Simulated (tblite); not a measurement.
Compound: C5H11BO3.
Geometry (GFN2-xTB, Å), atoms numbered from 1 in this order:
```
atom  x, y, z in Å
C1    -2.1075   -0.6124   -0.1377
C2    -0.9103    0.3086   -0.3577
C3    -1.2933    1.7589   -0.0732
C4     0.2617   -0.1082    0.5440
C5     0.8569   -1.4980    0.1900
O6     2.2222   -1.2689   -0.0812
B7     2.4654    0.0874    0.0371
O8     3.6619    0.6590   -0.1750
O9     1.3521    0.7884    0.4011
H10   -1.8650   -1.6453   -0.3725
H11   -2.4317   -0.5642    0.8993
H12   -2.9353   -0.3022   -0.7701
H13   -0.5744    0.2308   -1.3975
H14   -1.6801    1.8549    0.9390
H15   -0.4200    2.3969   -0.1720
H16   -2.0582    2.0929   -0.7700
H17   -0.0603   -0.0719    1.5934
H18    0.3929   -1.9212   -0.7068
H19    0.7720   -2.2108    1.0149
H20    4.3457    0.0360   -0.4180
```

Computed with GFN2-xTB (tblite): harmonic, unscaled wavenumbers at the GFN2-xTB geometry, gas phase. This tight-binding method is rough: wavenumbers can miss measured ones by several per cent, in bad cases by 10 to 20. One conformer, not necessarily the lowest.

Harmonic wavenumbers (cm⁻¹): 60.2, 75.8, 159.1, 191.6, 208.1, 221.5, 306.0, 322.8, 370.7, 441.2, 453.6, 483.3, 573.8, 597.8, 721.7, 836.6, 868.0, 913.6, 945.0, 950.8, 981.0, 985.9, 1027.4, 1075.8, 1091.0, 1151.9, 1157.2, 1157.6, 1177.6, 1199.6, 1261.0, 1269.9, 1299.6, 1316.2, 1345.8, 1369.1, 1403.9, 1419.0, 1472.6, 1490.2, 1493.6, 1502.3, 1505.4, 2880.0, 2917.3, 2935.5, 2941.9, 3032.3, 3035.9, 3037.7, 3042.9, 3048.7, 3061.5, 3645.0.

A = 3278, B = 1065, C = 853.0 MHz; mass 130.080 u (most abundant isotopes); point group C1, symmetry number 1.

Question: What is the zero-point energy?

Answer: Half the sum of the wavenumbers: 36217 cm⁻¹ = 433.25 kJ/mol.

Question: Give the ideal-gas entropy at 350 K and 1 bar in the rigid-rotor, harmonic-oscillator model (classical rotation).

Answer: Translation 172.90, rotation 123.62, vibration 131.22: S = 427.7 J/(mol K).

Question: And Cp and H(350 K) − H(0)?

Answer: Cp = 181.74 J/(mol K), of which vibrations give 148.49 (their classical limit is 54 R = 449.0); H(350 K) − H(0) = 36.75 kJ/mol without the zero-point energy, 25.11 from vibrations.

Question: How do the functions run with temperature in this model?

Answer: 
| T (K) | S (J/(mol K)) | Cp (J/(mol K)) | H − H(0) (kJ/mol) | G − H(0) (kJ/mol) | ln q(vib) |
| --- | --- | --- | --- | --- | --- |
| 100 | 282.6 | 73.3 | 5.05 | -23.20 | 1.25 |
| 200 | 346.6 | 115.5 | 14.53 | -54.79 | 3.52 |
| 300 | 401.5 | 159.1 | 28.23 | -92.23 | 5.93 |
| 500 | 503.2 | 242.7 | 68.76 | -182.85 | 10.89 |
| 800 | 636.7 | 324.3 | 154.95 | -354.45 | 18.32 |
| 1000 | 713.1 | 359.2 | 223.49 | -489.58 | 23.02 |

q(vib) and H(0) count from the zero-point level.

Question: What must be added to the electronic energy to get the Gibbs energy at 350 K and 1 bar?

Answer: ZPE + [H(350 K) − H(0)] − T·S = 433.25 + 36.75 − 149.71 = 320.29 kJ/mol.

Question: Which modes carry the vibrational entropy at 350 K?

Answer: 60.2 cm⁻¹: 19.95; 75.8 cm⁻¹: 18.04; 159.1 cm⁻¹: 11.99; 191.6 cm⁻¹: 10.51; 208.1 cm⁻¹: 9.86; 221.5 cm⁻¹: 9.38 J/(mol K); the other 48 give 51.49 together.

Hindered rotation and anharmonicity are outside this model. Other conformers, if any are populated, would add a mixing term that is left out. The structure is chiral; the term R ln 2 for an equal mix with its mirror image is left out.
